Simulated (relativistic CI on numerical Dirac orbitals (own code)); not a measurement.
# Hyperfine structure of I¹³⁺, mass number 129

Calculated at this level of theory: Dirac-Coulomb-Breit CI, orbitals from a KLI potential per configuration, model QED, unscaled Slater integrals (own radial code, finite nucleus).

Configurations in the expansion (outside the closed core [Ar] 3d10): 4s2 4p6 4d4, 4s2 4p5 4d5, 4s2 4p6 4d3 4f, 4s 4p6 4d5, 4s2 4p6 4d3 5s, 4s2 4p6 4d3 5p, 4s2 4p6 4d2 4f 5s, 4s 4p6 4d4 4f, 4s2 4p6 4d3 5d, 4s2 4p6 4d2 5s 5p, 4s2 4p6 4d3 6s, 4p6 4d6, 4p5 4d7, 4s2 4p6 4d2 5s2, 4s2 4p6 4d 4f 5s2, 4s2 4p6 4d 5s2 5p, 4s 4p6 4d2 4f 5s2. Double excitations out of closed p, d and f shells are left out; levels of such configurations are missing from the list, as are those of other unlisted configurations, and high levels can miss mixing partners.

Nuclear spin I = 7/2, μ = 2.6165 μN, Q = -0.483 b (tables of Stone and Pyykkö). The electronic factors are computed for point nuclear moments, without core polarisation or the Bohr-Weisskopf and QED corrections.

```tsv
Level	E (cm⁻¹)	A (MHz)	B (MHz)
4s2 4p6 4d4 5D_1	5661.7	140.3	-613
4s2 4p6 4d4 5D_2	11495.2	653.1	-448
4s2 4p6 4d4 5D_3	16738.7	1075	380
4s2 4p6 4d4 5D_4	21209.2	1435	1750
4s2 4p6 4d4 3H_4	40159.9	2186	-707
4s2 4p6 4d4 3G_3	47897.7	2259	-211
4s2 4p6 4d4 3H_5	49061.7	1985	-1200
4s2 4p6 4d4 3P_1	49497.2	1400	109
```

Levels with J = 0, under 50 % of one LS term, or S terms without an open s electron are left out. Small factors come from cancelling terms and can be off by tens of per cent or more.

At this charge energies of transitions that change n are usually good to better than 1 %, and those within a shell (Δn = 0) to a few per cent. Terms inside the open d or f shell come out 10 to 20 % too wide with unscaled integrals. Levels and lines within the n = 5 or 6 shells can be off by up to 10 % or somewhat more, and those that change n by about 2 %, since core polarisation is missing.

Task: Give the hyperfine levels of 4s2 4p6 4d4 5D_3 relative to its centre of gravity.

Result: With K = F(F + 1) − I(I + 1) − J(J + 1), E = AK/2 + B[¾K(K + 1) − I(I + 1)J(J + 1)]/[2I(2I − 1)J(2J − 1)]: F = 1/2: -14310, F = 3/2: -12760, F = 5/2: -10170, F = 7/2: -6504, F = 9/2: -1724, F = 11/2: 4218, F = 13/2: 11380 MHz.

LS names give the leading component of a level, which can be under half, so a name can repeat, a term be missing and a line seem to break the LS rules.
